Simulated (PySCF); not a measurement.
Species: (HMg-mu-Cl)2.
Structure used (PBE0-D3(BJ)/def2-SVP), in Å, numbered top down from 1:
```xyz
6
Cl2H2Mg2 angstrom
Mg    -1.074    0.112    1.304
H     -2.139    0.224    2.610
Cl     0.608   -1.460    0.625
Mg     1.073   -0.114   -1.304
H      2.143   -0.217   -2.607
Cl    -0.611    1.455   -0.628
```

Level of theory: PySCF 2.14.0, PBE0-D3(BJ)/def2-SVP geometry optimisation, gas phase.

(1) Which atoms are bound to Mg1, and at what distances?

(2) List the angles at Mg1.

(3) What is the shape at Mg1?

(4) Give some angles away from the centre.

(5) What are the rotational constants (commonest isotopes, rigid rotor)?

## Answers

(1) 3 atoms: H2 1.689 Å, Cl6 2.398 Å, Cl3 2.400 Å. The nearest atom not counted as bound is Mg4, at 3.39 Å.

(2) 
| angle | degrees | distance of the outer atoms (Å) |
| --- | --- | --- |
| H2–Mg1–Cl6 | 135.0 | 3.79 |
| H2–Mg1–Cl3 | 134.8 | 3.78 |
| Cl3–Mg1–Cl6 | 90.2 | 3.40 |

(3) Planar: angles 135.0°, 134.8° and 90.2°, sum 360.0°, 0.00 Å off the plane of its three neighbours. Differences among atoms that D2h makes equivalent are scatter left by the optimiser.

(4) Mg1–Cl3–Mg4 89.8°.

(5) A = 3149, B = 2502, C = 1394 MHz: an asymmetric top.

Point group: D2h (tolerance 0.08 Å). Charge 0, singlet. Whether it is a minimum is left open (no frequencies).

One conformer stands for the species.
